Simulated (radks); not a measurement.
The numbers below are computed, except where a source is named.
Task: All-electron atom: the bismuth ion Bi4+ in [Xe] 4f14 5d10 6s1. Code: a radial shooting solver on a logarithmic mesh with Libxc functionals. Model: non-relativistic Kohn-Sham, r2SCAN, spin-polarised, spherical densities, point nucleus; open shells are filled with parallel spins first (spin-orbit coupling, left out, can overturn this in heavy ions); meta-GGA in the generalised Kohn-Sham scheme; relativity is left out, which matters for an element this heavy. Some entries of the table are withheld. Estimate them.

| orbital | occ. | eigenvalue (Ry) | <r> (bohr) | <1/r> (bohr^-1) |
|---|---|---|---|---|
| 1s up | 1 | -5964.540 | 0.01824 | 82.44 |
| 1s down | 1 | -5964.538 | 0.01824 | 82.44 |
| 2s up | 1 | -1012.534 | 0.07663 | 19.46 |
| 2s down | 1 | -1012.534 | 0.07663 | 19.46 |
| 2p up | 3 | -975.2114 | 0.06473 | 19.49 |
| 2p down | 3 | -975.2107 | 0.06473 | 19.49 |
| 3s up | 1 | -245.7412 | 0.1924 | 7.592 |
| 3s down | 1 | -245.7402 | 0.1924 | 7.592 |
| 3p up | 3 | -227.9656 | 0.1831 | 7.541 |
| 3p down | 3 | -227.9645 | 0.1831 | 7.541 |
| 3d up | 5 | -194.8432 | 0.1596 | 7.470 |
| 3d down | 5 | -194.8423 | 0.1596 | 7.470 |
| 4s up | 1 | -58.00005 | 0.4190 | 3.357 |
| 4s down | 1 | -57.99689 | 0.4190 | 3.357 |
| 4p up | 3 | -50.09153 | 0.4215 | 3.268 |
| 4p down | 3 | -50.08819 | 0.4215 | 3.268 |
| 4d up | 5 | -35.51089 | 0.4251 | 3.092 |
| 4d down | 5 | -35.50739 | 0.4251 | 3.093 |
| 4f up | 7 | -15.78345 | 0.4318 | 2.789 |
| 4f down | 7 | -15.77969 | 0.4318 | 2.790 |
| 5s up | 1 | -12.35061 | 0.9265 | 1.438 |
| 5s down | 1 | -12.34290 | 0.9263 | 1.438 |
| 5p up | 3 | -9.64545 | 0.9888 | (1) |
| 5p down | 3 | -9.63667 | 0.9876 | (2) |
| 5d up | 5 | -5.19719 | 1.193 | 1.092 |
| 5d down | 5 | -5.17261 | 1.183 | 1.099 |
| 6s up | 1 | -3.37296 | 2.155 | 0.5901 |
| 6s down | 0 | -3.20086 | 2.150 | 0.5948 |

Result: 
(1) 5p up <1/r> (bohr^-1): 1.336
(2) 5p down <1/r> (bohr^-1): 1.337
